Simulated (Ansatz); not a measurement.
H6OSi2, SMILES `[SiH3]O[SiH3]` (charge 0, multiplicity 1).

These are LDA/cc-pVTZ // B3LYP-D3(BJ)/def2-TZVP (Ansatz, a quantum-chemistry and plane-wave program) values and carry that method's errors.

Ansatz 0.2 input:
```yaml
crystal:
  periodic: [false, false, false]
  atoms:
    - { symbol: Si, position_ang: [-1.542166, 0.09455, -0.325184] }
    - { symbol: O, position_ang: [0.061086, -0.224236, -0.406931] }
    - { symbol: Si, position_ang: [1.551588, -0.129164, 0.262465] }
    - { symbol: H, position_ang: [-2.131117, -0.55911, 0.867466] }
    - { symbol: H, position_ang: [-1.767485, 1.556715, -0.23534] }
    - { symbol: H, position_ang: [-2.183884, -0.432485, -1.548189] }
    - { symbol: H, position_ang: [1.935526, 1.289858, 0.450865] }
    - { symbol: H, position_ang: [1.564321, -0.811756, 1.578021] }
    - { symbol: H, position_ang: [2.512797, -0.787147, -0.647734] }
basis:
  gaussian: { orbitals: cc-pVTZ }
hamiltonian:
  xc: lda
```

Output:

```
Functional definition: SPW92
1077 factors; their error is unknown
mean field evaluation 1: about -17817.4738 eV, gradient 6.1e1 eV
mean field evaluation 2: about -17783.6978 eV, gradient 1.4e2 eV
mean field evaluation 4: about -17823.7255 eV, gradient 3.1e0 eV
mean field evaluation 8: about -17823.7556 eV, gradient 3.4e-2 eV
mean field evaluation 16: about -17823.7067 eV, gradient 4.5e-5 eV
mean field -17823.70673080 eV, -655.0091410145 hartree, gradient 4.5e-5 eV, S^2 0.000000; 0 other end points of the search recorded, 0 dependent functions left out
reference -17823.70677153 eV, -655.0091425113 hartree; 21, 21 occupied and 161, 161 virtual orbitals, 1077 factors
Total energy: -17823.70677153 eV, -655.0091425113 hartree
```
